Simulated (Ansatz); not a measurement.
Cartesian coordinates in Å:
```
C -0.314 -2.306 -0.193
Al 0.079 -0.423 0.159
Si -0.895 1.307 -1.328
B 1.311 0.430 1.728
O 1.464 1.776 1.777
H 0.053 -2.595 -1.184
H -1.395 -2.485 -0.205
H 0.133 -2.982 0.540
H -0.484 1.171 -2.757
H -0.456 2.679 -0.910
H -2.388 1.339 -1.308
H 1.901 -0.158 2.598
H 0.991 2.248 1.083
```

The species carries charge 0 and has multiplicity 1.

Task: List the ωB97M-V/def2-TZVPP orbital energies in eV (the Gaussian-basis code of Ansatz). (An estimate is asked.)

Result: Computed: Occupied: -1806.38, -1531.90, -526.95, -280.75, -188.20, -147.52, -116.51, -101.63, -101.62, -101.60, -76.19, -76.01, -75.95, -31.76, -21.79, -18.68, -17.51, -15.03, -13.77, -13.57, -13.55, -13.21, -12.46, -11.85, -11.85, -9.77, -8.67. Lowest empty: -0.64, 1.55, 1.76, 1.93, 2.43, 2.91, 3.24, 3.36.
